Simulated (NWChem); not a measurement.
Program: NWChem. System: silylarsine (H5AsSi), charge 0, spin multiplicity 1, at a geometry optimised with PBE/def2-SVP. Level: PBE/aug-pcseg-1.

Part of the output:

```
             Northwest Computational Chemistry Package (NWChem) 7.3.0
             --------------------------------------------------------

                                NWChem Input Module
                                -------------------

 Scaling coordinates for geometry "geometry" by  1.889725989
 (inverse scale =  0.529177249)

 Turning off AUTOSYM since
 SYMMETRY directive was detected!

                             Geometry "geometry" -> ""
                             -------------------------

 Output coordinates in angstroms (scale by  1.889725989 to convert to a.u.)

  No.       Tag          Charge          X              Y              Z
 ---- ---------------- ---------- -------------- -------------- --------------
    1 Si                  14.0000     1.55301700    -0.30788100     0.00000000
    2 As                  33.0000    -0.78264400     0.21579100     0.00000000
    3 H                    1.0000     2.17551100     0.31201700     1.22196800
    4 H                    1.0000     2.17551100     0.31201700    -1.22196800
    5 H                    1.0000     1.84522500    -1.78434000     0.00000000
    6 H                    1.0000    -1.05562200    -0.82523800     1.10322800
    7 H                    1.0000    -1.05562200    -0.82523800    -1.10322800

 Effective nuclear repulsion energy (a.u.)     162.6856416975

            Nuclear Dipole moment (a.u.)
            ----------------------------
        X                 Y               Z
 ---------------- ---------------- ----------------
    -0.0000207870    -0.0000245664     0.0000000000

      Symmetry information
      --------------------

 Group name             Cs
 Group number              2
 Group order               2
 No. of unique centers     5

      Symmetry unique atoms

     1    2    3    5    6


 Summary of "ao basis" -> "" (spherical)
 ------------------------------------------------------------------------------
       Tag                 Description            Shells   Functions and Types
 ---------------- ------------------------------  ------  ---------------------
 *                        aug-pcseg-1                 on all atoms

  pbe96 is a nonlocal functional; adding pw91lda local functional.

                                 NWChem DFT Module
                                 -----------------

 Summary of "ao basis" -> "ao basis" (spherical)
 ------------------------------------------------------------------------------
       Tag                 Description            Shells   Functions and Types
 ---------------- ------------------------------  ------  ---------------------
 Si                       aug-pcseg-1               11       27   5s4p2d
 As                       aug-pcseg-1               14       36   6s5p3d
 H                        aug-pcseg-1                5        9   3s2p

 Summary of "ao basis" -> "ao basis" (spherical)
 ------------------------------------------------------------------------------
       Tag                 Description            Shells   Functions and Types
 ---------------- ------------------------------  ------  ---------------------
 Si                       aug-pcseg-1               11       27   5s4p2d
 As                       aug-pcseg-1               14       36   6s5p3d
 H                        aug-pcseg-1                5        9   3s2p

      Symmetry analysis of basis
      --------------------------

        a'         69
        a"         39

            General Information
            -------------------
          SCF calculation type: DFT
          Wavefunction type:  closed shell.
          No. of atoms     :     7
          No. of electrons :    52
           Alpha electrons :    26
            Beta electrons :    26
          Charge           :     0
          Spin multiplicity:     1
          Use of symmetry is: on ; symmetry adaption is: on
          Maximum number of iterations: 100
          AO basis - number of functions:   108
                     number of shells:    50
          Convergence on energy requested:  1.00D-06
          Convergence on density requested:  1.00D-05
          Convergence on gradient requested:  5.00D-04

              XC Information
[...]
    16 a'         17 a'         18 a"         19 a'         20 a'
    21 a'         22 a"         23 a'         24 a"         25 a'
    26 a"         27 a'         28 a'         29 a"         30 a'
    31 a'         32 a'         33 a"         34 a"         35 a'
    36 a'

------------------------------------------------------------
EAF file 0: "./mol.aoints.0" size=524288 bytes
------------------------------------------------------------
               write      read    awrite     aread      wait
               -----      ----    ------     -----      ----
     calls:        1         0         0         0         0
   data(b): 5.24e+05  0.00e+00  0.00e+00  0.00e+00
   time(s): 0.00e+00  0.00e+00  0.00e+00  0.00e+00  0.00e+00
rate(mb/s): 0.00e+00  0.00e+00
------------------------------------------------------------

   convergence    iter        energy       DeltaE   RMS-Dens  Diis-err    time
 ---------------- ----- ----------------- --------- --------- ---------  ------
 d= 0,ls=0.0,diis     1  -2524.4395286862 -2.69D+03  1.36D+01  2.10D+00     4.8
 d= 0,ls=0.0,diis     2  -2526.3544672193 -1.91D+00  3.54D-02  6.19D+00     5.4
 d= 0,ls=0.0,diis     3  -2527.4756468038 -1.12D+00  1.49D-02  5.55D-01     6.0
 d= 0,ls=0.0,diis     4  -2527.5906988489 -1.15D-01  9.65D-03  9.83D-02     6.7
 d= 0,ls=0.0,diis     5  -2527.6098694069 -1.92D-02  2.64D-03  1.96D-02     7.3
  Resetting Diis
 d= 0,ls=0.0,diis     6  -2527.6138263244 -3.96D-03  9.64D-04  1.97D-03     7.9
 d= 0,ls=0.0,diis     7  -2527.6142110570 -3.85D-04  2.61D-04  6.47D-05     8.6
 d= 0,ls=0.0,diis     8  -2527.6142036227  7.43D-06  1.48D-04  9.27D-05     9.1
 d= 0,ls=0.0,diis     9  -2527.6142257172 -2.21D-05  1.91D-05  1.58D-06     9.5
 d= 0,ls=0.0,diis    10  -2527.6142260428 -3.26D-07  3.61D-06  2.27D-08     9.9

         Total DFT energy =    -2527.614226042846
      One electron energy =    -3842.902435323000
           Coulomb energy =     1257.857635661632
    Exchange-Corr. energy =     -105.255068078993
 Nuclear repulsion energy =      162.685641697515

 Numeric. integr. density =       51.999970336065

     Total iterative time =      8.4s

                  Occupations of the irreducible representations
                  ----------------------------------------------

                     irrep           alpha         beta
                     --------     --------     --------
                     a'               19.0         19.0
                     a"                7.0          7.0

                       DFT Final Molecular Orbital Analysis
                       ------------------------------------

 Vector   24  Occ=2.000000D+00  E=-3.055404D-01  Symmetry=a"
              MO Center=  1.3D+00, -2.0D-02,  6.1D-14, r^2= 3.9D+00
   Bfn.  Coefficient  Atom+Function         Bfn.  Coefficient  Atom+Function
  ----- ------------  ---------------      ----- ------------  ---------------
    11      0.385262  1 Si pz                64      0.299830  3 H  s
    73     -0.299830  4 H  s                 45     -0.191372  2 As pz
    91     -0.172127  6 H  s                100      0.172127  7 H  s
    42     -0.163508  2 As pz                65      0.155653  3 H  s
    74     -0.155653  4 H  s                  8     -0.151679  1 Si pz

 Vector   25  Occ=2.000000D+00  E=-2.847356D-01  Symmetry=a'
              MO Center=  3.3D-01, -7.2D-02,  3.2D-15, r^2= 3.6D+00
   Bfn.  Coefficient  Atom+Function         Bfn.  Coefficient  Atom+Function
  ----- ------------  ---------------      ----- ------------  ---------------
     5      0.368591  1 Si s                 43     -0.341463  2 As px
     9      0.329322  1 Si px                40     -0.254179  2 As px
    44     -0.216600  2 As py                91      0.184868  6 H  s
   100      0.184868  7 H  s                 41     -0.180275  2 As py
    64      0.174073  3 H  s                 73      0.174073  4 H  s

 Vector   26  Occ=2.000000D+00  E=-2.419641D-01  Symmetry=a'
              MO Center= -4.6D-01,  1.3D-01, -1.1D-14, r^2= 3.2D+00
   Bfn.  Coefficient  Atom+Function         Bfn.  Coefficient  Atom+Function
  ----- ------------  ---------------      ----- ------------  ---------------
    44      0.361471  2 As py                31      0.307201  2 As s
    41      0.296596  2 As py                43     -0.281392  2 As px
     9      0.275459  1 Si px                 5      0.253958  1 Si s
    30     -0.240153  2 As s                 40     -0.230756  2 As px
    32      0.220381  2 As s                 38     -0.193684  2 As py

 Vector   27  Occ=0.000000D+00  E=-3.642153D-02  Symmetry=a'
              MO Center=  6.6D-01, -2.8D-01, -4.0D-15, r^2= 9.7D+00
   Bfn.  Coefficient  Atom+Function         Bfn.  Coefficient  Atom+Function
  ----- ------------  ---------------      ----- ------------  ---------------
     5      1.894313  1 Si s                  4      0.842163  1 Si s
    84     -0.755230  5 H  s                 46     -0.566091  2 As px
    93     -0.514690  6 H  s                102     -0.514690  7 H  s
    43     -0.473618  2 As px                66     -0.420842  3 H  s
    75     -0.420842  4 H  s                  3      0.417563  1 Si s

 Vector   28  Occ=0.000000D+00  E=-3.598241D-02  Symmetry=a'
              MO Center= -2.3D-01, -3.0D-01, -1.3D-14, r^2= 1.0D+01
   Bfn.  Coefficient  Atom+Function         Bfn.  Coefficient  Atom+Function
  ----- ------------  ---------------      ----- ------------  ---------------
    33      0.992024  2 As s                 32      0.770376  2 As s
     5     -0.736860  1 Si s                 12      0.599112  1 Si px
    93     -0.388511  6 H  s                102     -0.388511  7 H  s
    44     -0.347117  2 As py                31      0.328569  2 As s
    15      0.305635  1 Si px                43      0.301263  2 As px

 Vector   29  Occ=0.000000D+00  E=-2.415842D-02  Symmetry=a"
              MO Center= -6.1D-01, -7.8D-02,  3.2D-13, r^2= 5.5D+00
   Bfn.  Coefficient  Atom+Function         Bfn.  Coefficient  Atom+Function
  ----- ------------  ---------------      ----- ------------  ---------------
    93      1.081941  6 H  s                102     -1.081941  7 H  s
    48     -0.819788  2 As pz                45     -0.703597  2 As pz
    92      0.630901  6 H  s                101     -0.630901  7 H  s
    42     -0.291232  2 As pz                91      0.229082  6 H  s
   100     -0.229082  7 H  s                 39      0.177443  2 As pz

 center of mass
 --------------
 x =  -0.19383199 y =   0.08265438 z =   0.00000000

 moments of inertia (a.u.)
 ------------------
          57.761970716959          91.920035082788           0.000000000000
          91.920035082788         474.641467995349           0.000000000000
           0.000000000000           0.000000000000         493.385617936930

     Multipole analysis of the density
     ---------------------------------

     L   x y z        total         alpha         beta         nuclear
     -   - - -        -----         -----         ----         -------
     0   0 0 0     -0.000000    -26.000000    -26.000000     52.000000

     1   1 0 0      0.014665      0.007343      0.007343     -0.000021
     1   0 1 0     -0.128073     -0.064024     -0.064024     -0.000025
     1   0 0 1     -0.000000     -0.000000     -0.000000      0.000000

     2   2 0 0    -26.735687   -136.710327   -136.710327    246.684967
     2   1 1 0      0.613668     22.554471     22.554471    -44.495274
     2   1 0 1     -0.000000     -0.000000     -0.000000      0.000000
     2   0 2 0    -26.847846    -27.001741    -27.001741     27.155637
     2   0 1 1     -0.000000     -0.000000     -0.000000      0.000000
     2   0 0 2    -25.677603    -22.517521    -22.517521     19.357438

 Task  times  cpu:        9.9s     wall:        9.9s

 Total times  cpu:        9.9s     wall:        9.9s
```

Write an NWChem input that would produce this output.

Several could match; the one computed here: 
```
start mol
memory heap 200 mb stack 900 mb global 1100 mb
geometry units angstroms nocenter noautoz
  Si     1.553017    -0.307881     0.000000
  As    -0.782644     0.215791     0.000000
  H      2.175511     0.312017     1.221968
  H      2.175511     0.312017    -1.221968
  H      1.845225    -1.784340     0.000000
  H     -1.055622    -0.825238     1.103228
  H     -1.055622    -0.825238    -1.103228
  symmetry group Cs
end
basis spherical
  * library aug-pcseg-1
end
dft
  xc xpbe96 cpbe96
  semidirect memsize 60000000 filesize 0
  iterations 100
end
task dft energy
```
